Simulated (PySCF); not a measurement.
**Dipole moment and polarisability of B(OMe)3**

B(OMe)3, C3H9BO3.
Cartesian coordinates in Å at the PBE0-D3(BJ)/def2-SVP level; atoms count from 1:
```xyz
16
C3H9BO3 angstrom
B      0.183   -0.399    0.478
O      1.375    0.199    0.755
C      1.996    1.257    0.096
H      1.398    2.184    0.112
H      2.235    1.017   -0.955
H      2.946    1.469    0.610
O     -0.751   -0.033   -0.450
C     -0.773    1.069   -1.306
H      0.088    1.089   -1.994
H     -0.801    2.025   -0.756
H     -1.686    1.010   -1.917
O     -0.093   -1.497    1.233
C     -1.290   -2.202    1.069
H     -1.350   -2.968    1.857
H     -1.338   -2.708    0.089
H     -2.173   -1.546    1.147
```

Level: CAM-B3LYP/def2-SVPD (PySCF), static field, nuclei fixed, core orbitals frozen in the response. The polarisability tensor in these axes (au):

```
x   64.89  7.62  1.64
y    7.62 66.04 -7.57
z    1.64 -7.57 58.83
```

Question: Diagonalise the tensor; give its mean and Δα, where Δα² is half the sum of the squared differences of the eigenvalues.

Answer: Principal values 51.52, 63.65 and 74.59 au; mean 63.25 au = 9.37 Å³ = 10.43 × 10⁻⁴⁰ C²·m²/J; Δα = 19.99 au (32 % of the mean).

Question: What is the dipole moment, and where does it point?

Answer: (-0.59, 1.90, -2.05) D, 2.86 D in size, pointing from the negative to the positive side. Measured along this direction, the outermost atoms are H14 at the negative end and H11 at the positive end.

Question: Orientational against electronic polarisability at 350 K (dilute gas, rigid molecules)?

Answer: In Gaussian units μ²/3kT = 56.36 Å³ against 9.37 Å³, a ratio of 6.01; the Debye molar polarisation (4π/3)N_A(α + μ²/3kT) is 165.8 cm³/mol, leaving out the vibrational part.

Question: Refractivity n − 1 of an ideal gas of it at 400 K and 1 atm, from the electronic α?

Answer: N = p/kT = 1.8347 × 10¹⁹ cm⁻³, so n − 1 = 2π × N × 9.37 × 10⁻²⁴ cm³ = 1081 × 10⁻⁶ at long wavelengths, for an ideal gas.

Question: What are the principal values of the traceless quadrupole moment, Θ = ½Σq(3rr − r²1), about the centre of nuclear charge?

Answer: -5.77, -1.51, 7.28 D·Å. The values depend on the origin, since the dipole doesn't vanish. The electronic extent ⟨r²⟩ about the same centre is 908 bohr², a root-mean-square distance of 2.13 Å for the 56 electrons.

Question: Find the Langevin capture rate constant for H3O+ (19.018 u) meeting this molecule (104.064 u), k = 2.342 × 10⁻⁹ cm³/s × √(α in Å³ / reduced mass in u).

Answer: The reduced mass is 16.08 u, so k = 1.79 × 10⁻⁹ cm³/s. The formula leaves out the permanent dipole, which adds to the capture rate.

Question: Along which axes do the principal values lie, and how far do the nuclei extend along each?

Answer: Largest value along (0.55, 0.77, -0.31), where the nuclei span 6.19 Å; middle along (0.72, -0.26, 0.64), 4.85 Å; least along (-0.42, 0.58, 0.70), 1.99 Å. The response follows the extents in order.

The structure is a single PBE0-D3(BJ)/def2-SVP conformer in the gas phase; no vibrational or solvent corrections.
